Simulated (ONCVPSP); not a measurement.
Si: variants of one ONCV potential

Base potential:

```json
{
 "Element": "silicon (Si)",
 "Generator": "ONCVPSP 4.0.1",
 "Type": "optimised norm-conserving Vanderbilt (ONCV)",
 "Functional": "PBE",
 "Relativity": "scalar-relativistic",
 "Frozen core": "[He]",
 "Valence charge": "12",
 "Reference configuration": "2s2 2p6 3s2 3p1 (charge +1)",
 "Partial waves": "2s+3s: rc 1.10 bohr, ncon 3, nbas 8, qcut 12.3 1/bohr, 2 projectors; 2p+3p: rc 0.75 bohr, ncon 5, nbas 9, qcut 18.6 1/bohr, 2 projectors",
 "Local potential": "polynomial inside 0.55 bohr (lpopt 3, dvloc0 0 Ha)",
 "Core correction": "none"
}
```

Cutoffs, loose and tight: the cutoffs (Ha) at which the residual kinetic energy of the hardest occupied pseudo-wave falls to 1 and 0.1 mHa per electron. They do not see the model core or the augmentation charge, which bear on the density cutoff. Test errors are all-electron minus pseudo excitation energies from the reference, over the configurations 2s2 2p6 3s2 3p2; 2s2 2p6 3s2 3p0; 2s2 2p6 3s1 3p0; 2s2 2p6 3s1 3p3. A dash means not determined; rows that change the core or the reference have their own tests.

```csv
change,outcome,"cutoff, loose","cutoff, tight",bound ghosts,GHOST(+) flags above zero,largest test error (meV)
base,generated,144 Ha,163 Ha,none,none,-1.7
p: qcut 14.8,generated,236 Ha,446 Ha,none,none,-1.5
p: qcut 20.4,generated,157 Ha,179 Ha,none,none,-1.7
p: qcut 24.8,generated,182 Ha,213 Ha,none,none,-1.8
p: qcut 26.4,generated,184 Ha,215 Ha,none,none,-1.8
```

Problem. What comes out with this change to the base: p: qcut 11.5?

Solution. outcome: generated; cutoff, loose: 451 Ha; cutoff, tight: 501 Ha; bound ghosts: none; GHOST(+) flags above zero: none; largest test error (meV): -1.2.

Problem. What comes out with this change to the base: p: qcut 17.4?

Solution. outcome: generated; cutoff, loose: 134 Ha; cutoff, tight: 181 Ha; bound ghosts: none; GHOST(+) flags above zero: none; largest test error (meV): -1.6.

Reading the sweep of the qcut of the p channel (base included, trends over the rows without a ghost): The loose cutoff is not monotonic: lowest 134 Ha at 17.4 1/bohr, highest 451 Ha at 11.5 1/bohr. The median size of the test errors (rows with all tests solved) stays near 0.8 meV.
